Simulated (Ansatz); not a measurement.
Ideal-gas functions of CH4FSeSi (`C[Si](F)[SeH]`) radical at 298.15 K and 1 bar, from an Ansatz frequency run at PBE0-D4/def2-TZVP.

Molar mass 142.09 g/mol, point group C1 (symmetry number 1), electronic degeneracy 2, moments of inertia 81.69, 263.836, 325.516 u Å². Harmonic wavenumbers (cm⁻¹, unscaled): 127, 153, 164, 210, 258, 397, 620, 698, 774, 791, 878, 1260, 1436, 1441, 2444, 3048, 3135, 3152.

Use S(trans) = R[1.5 ln M + 2.5 ln T − 1.1517]; rotational temperatures θ = 24.2544 K / I; S(rot) = R[ln(√π/σ · √(T³/θAθBθC)) + 1.5]; for each mode x = 1.438777 ν̃/T, S = R[x/(eˣ − 1) − ln(1 − e⁻ˣ)] and H = RT x/(eˣ − 1); 1 cm⁻¹ = 0.0119627 kJ/mol; R = 8.31446 J/(mol·K).

Task: By hand: the entropy, in J/(mol·K).

Result: Translation 170.7. Rotation: θ = 0.2969, 0.0919, 0.0745 K, giving 114.1. Vibration, mode by mode: 12.51, 11.02, 10.47, 8.55, 7.01, 4.07, 1.74, 1.29, 0.96, 0.90, 0.64, 0.13, 0.06, 0.06, 0.00, 0.00, 0.00, 0.00, in all 59.4. Electronic 5.8. Sum 350.0 J/(mol·K).

Task: By hand: H − E and G − E in kJ/mol, counted from the electronic energy.

Result: Zero-point energy ½ × 20986 × 0.0119627 = 125.5; thermal vibration 9.9; translation, rotation and pV give 4 RT = 9.9. H − E = 145.3 kJ/mol, and G − E = 145.3 − 298.15 × 350.0/1000 = 40.9 kJ/mol.

Vibration gives 17 % of the entropy, 12.5 J/(mol·K) of it from the mode under 150 cm⁻¹: soft modes count most, and the harmonic formula is weakest for them. The sum counts one conformer and one mirror image; others add a mixing term.
